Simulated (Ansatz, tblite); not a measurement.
Forces on Zr₂Se₄ at its PBE-D4/def2-SVP geometry. The state is a singlet with charge 0.

In the def2 sets Zr takes a core potential; there is no spin–orbit coupling. The xTB rows come from tblite. The structure comes from a short search, and lower isomers may exist.

GFN1-xTB (tblite), largest force 1.48 eV/Å:

```xyz
6
positions Å, forces eV/Å
Zr    0.030   -0.471    0.761    0.048   -0.760    1.265
Zr   -0.066    1.038   -1.713   -0.021    0.345   -0.564
Se   -1.994    1.062   -0.113    0.594   -0.073   -0.391
Se    1.701    1.490    0.004   -0.535   -0.200   -0.425
Se    0.104   -1.670    2.801    0.001   -0.008   -0.006
Se    0.225   -1.448   -1.741   -0.087    0.696    0.122
```

GFN2-xTB (tblite), largest force 3.75 eV/Å:

```
Zr 0.081 -1.258 2.023
Zr -0.123 1.950 -3.204
Se -0.351 -0.001 0.293
Se 0.323 0.081 0.316
Se 0.020 -0.329 0.567
Se 0.049 -0.442 0.004
```

r2SCAN-D4/def2-TZVP (Ansatz), largest force 0.20 eV/Å:

```
Zr 0.005 -0.077 0.145
Zr 0.010 -0.105 0.171
Se 0.163 -0.028 -0.099
Se -0.147 -0.058 -0.107
Se -0.005 0.085 -0.161
Se -0.028 0.184 0.050
```
